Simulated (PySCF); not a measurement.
# Excitation energy of C²⁺ by level of theory

C²⁺ [He] 2s2 (1S) → C²⁺ [He] 2s1 2p1, s spin flipped, as a difference of total energies. Calculation: PySCF 2.14, in x2c-QZVPPall; the spin-free X2C one-electron Hamiltonian (Gaussian nucleus). Correlated levels: valence: 1s2 frozen. The calculations carry no spin-orbit coupling.

```csv
method,excitation energy (eV)
UHF,8.450
MP2 (valence),8.644
SCS-MP2 (valence),8.683
```

How much does correlation contribute at MP2 (valence)?

8.644 − (8.450) = 0.194 eV, measured against UHF.

The upper determinant mixes two multiplicities, so it lies between the two terms.

The basis was made for the ground configuration and has no added diffuse functions, so the excitation energy can come out too high.

The coupled-cluster amplitudes are large for the lower state and of the upper state (T1 above 0.03 or a double amplitude above 0.15), so a single reference is strained.
